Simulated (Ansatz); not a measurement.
`CC[SiH](O)[SiH3]`, relaxed with RKS PBE0-D4/def2-TZVP in Ansatz 0.2.0 from a PBE-D4/def2-SVP geometry. The force threshold is 0.005 eV/Å; the program also tests the step.

Total charge 0; spin multiplicity 1.

Start:

```xyz
15

C    -1.317    1.659    0.928
C    -0.199    1.128    0.019
Si    0.147   -0.725    0.240
O    -1.218   -1.670   -0.104
Si    1.822   -1.439   -1.247
H    -1.510    2.739    0.762
H    -1.068    1.529    2.001
H    -2.274    1.127    0.745
H    -0.445    1.304   -1.051
H     0.755    1.670    0.206
H     0.589   -0.952    1.672
H    -1.917   -1.636    0.572
H     3.069   -0.626   -0.999
H     2.165   -2.894   -1.068
H     1.401   -1.214   -2.676
```

```
        step  energy (eV)  largest force (eV/Å)  largest move (Å)
           1  -20031.5219                 0.914             0.000
           2  -20031.5774                 0.419             0.036
           3  -20031.5865                 0.168             0.028
           4  -20031.5878                 0.041             0.021
           5  -20031.5888                 0.057             0.042
6 (rejected)  -20031.5885                 0.148             0.031
           7  -20031.5892                 0.012             0.016
           8  -20031.5893                 0.003             0.005
```

End:

```xyz
15

C    -1.321    1.642    0.918
C    -0.196    1.131    0.021
Si    0.149   -0.700    0.229
O    -1.193   -1.621   -0.084
Si    1.813   -1.434   -1.248
H    -1.485    2.715    0.789
H    -1.099    1.468    1.974
H    -2.266    1.142    0.692
H    -0.428    1.325   -1.032
H     0.737    1.668    0.232
H     0.584   -0.920    1.645
H    -1.870   -1.659    0.593
H     3.058   -0.647   -1.024
H     2.127   -2.874   -1.044
H     1.390   -1.235   -2.661
```

Run time 18 s (2 threads of an AMD EPYC 7R13 on a shared host and a share of an NVIDIA H100 80 GB); peak host memory 0.85 GiB.
